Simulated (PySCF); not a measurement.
Compound: CH11ClSi4.
Numbering: `[SiH3:1][SiH2:2][SiH2:3][SiH2:4][CH2:5][Cl:6]` (hydrogens: H7, H8, H9 on Si1; H10, H11 on Si2; H12, H13 on Si3; H14, H15 on Si4; H16, H17 on C5)

Torsions of this conformer, `[SiH3:1][SiH2:2][SiH2:3][SiH2:4][CH2:5][Cl:6]`: Si1–Si2–Si3–Si4 -73°, Si2–Si3–Si4–C5 43°, Si3–Si4–C5–Cl6 -65°.

The closed-shell ground state was solved at several levels (PySCF, density fitting, gas phase, non-relativistic). The structure is a single PBE0-D3(BJ)/def2-SVP conformer in the gas phase; no vibrational or solvent corrections.

```csv
level,basis functions,HOMO (eV),LUMO (eV),gap (eV),dipole (D)
PBE0/pcSseg-1,192,-7.93,-0.55,7.38,1.64
wB97X-D/pcSseg-1,192,-9.69,1.15,10.84,1.69
```

Question: What might B3LYP/def2-SVPD (231 basis functions) give for the same quantities?

Answer: HOMO -7.63 eV, LUMO -0.74 eV, gap 6.89 eV, dipole 1.51 D.

Question: Over all these levels, which gives the widest orbital gap and which the narrowest?

Answer: wB97X-D/pcSseg-1 (range-separated hybrid) has the widest, 10.84 eV, and B3LYP/def2-SVPD (global hybrid, 20 % exact exchange) the narrowest, 6.89 eV. Functional and basis both differ between the two, so the spread mixes both effects.

Question: How far do the dipole and the HOMO energy spread over the levels?

Answer: The dipole runs from 1.51 to 1.69 D (mean 1.61 D) and the HOMO from -9.69 to -7.63 eV.
